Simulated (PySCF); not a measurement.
Ba(Cl)2 anion (BaCl2), SMILES [Cl][Ba][Cl] (connectivity only; charge and spin as stated), charge -1, multiplicity 2.

Geometry: PBE0-D3(BJ)/def2-SVPD. A frequency run showed that this geometry is not a minimum. The spin state was assumed, not searched. The isomer is the one that the SMILES or the coordinates give; other isomers of the formula were not compared. The def2 effective core potentials stand for the cores of Ba; spin–orbit coupling is left out.

All values below come from PySCF with PBE/def2-TZVPD.

Gas-phase values at a fixed geometry. A positive occupied level means that this level leaves the electron formally unbound; only the finite basis holds it.

Question: Estimate the frontier levels, dipole moment and polarisability. (Estimate from the structure and the level; the computed values follow.)

Answer: 
- α spin, highest occupied and lowest empty level = 0.64 and 1.85 eV
- β spin, highest occupied and lowest empty level = -2.40 and 1.27 eV
- dipole moment about the centre of nuclear charge = 0.00 D
- mean static polarisability = 412.5 bohr³ (61.13 Å³)
- polarisability, principal values = 220.4, 508.5, 508.5 bohr³
- ⟨S²⟩ = 0.750 (pure state 0.75)
